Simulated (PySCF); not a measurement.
**CsSr at ROHF-CCSD(T)**

Level: ROHF-CCSD(T). PySCF, scalar-relativistic core potentials, basis sets Cs def2-SVP with ECP46, Sr def2-SVP with ECP28.

- state: ²Σ⁺ (doublet), unpaired electrons σ ↑
- bond length: 5.292 Å
- harmonic wavenumber: 25.3 cm⁻¹
- force constant: 0.0199 mdyn/Å
- rotational constant Be: 0.01138 cm⁻¹
- anharmonicity ωexe: 0.192 cm⁻¹
- vibration–rotation constant αe: 8.19e-05 cm⁻¹
- well depth De to Cs + Sr: 0.11 eV
- dissociation energy D0: 0.11 eV

Correlated steps freeze no core orbitals. The bond is weak. Basis-set superposition, not corrected here, can be much of De in a small basis, most of all at correlated wavefunction levels. Spin–orbit coupling is left out. The state was picked by a PBE0 search and need not be the measured ground state.
